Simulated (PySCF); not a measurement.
CAuO, SMILES [Au][C+]=O, charge +1, multiplicity 1. Geometry: PBE-D3(BJ)/def2-TZVP. The spin state was assumed, not searched. The def2 effective core potentials stand for the cores of Au; spin–orbit coupling is left out.

Computed with PySCF 2.14.0 with PBE-D3(BJ)/def2-TZVP.

Harmonic wavenumbers (cm⁻¹): 315, 315, 431, 2209. Rotational constants (GHz): 3.008 (linear); symmetry number 1.

Task: Work out the zero-point energy and the ideal-gas rigid-rotor harmonic-oscillator thermochemistry at 298.15 K and 1 atm.

Result: ZPE = ½ Σ hcν = ½ × 3270 cm⁻¹ = 19.56 kJ/mol. H − E(el) = 31.08 kJ/mol. Entropy in J/(mol K): translation 176.29, rotation 71.78, vibration 14.76, total 262.83. G − E(el) = -47.28 kJ/mol. Cp = 48.76 J/(mol K).
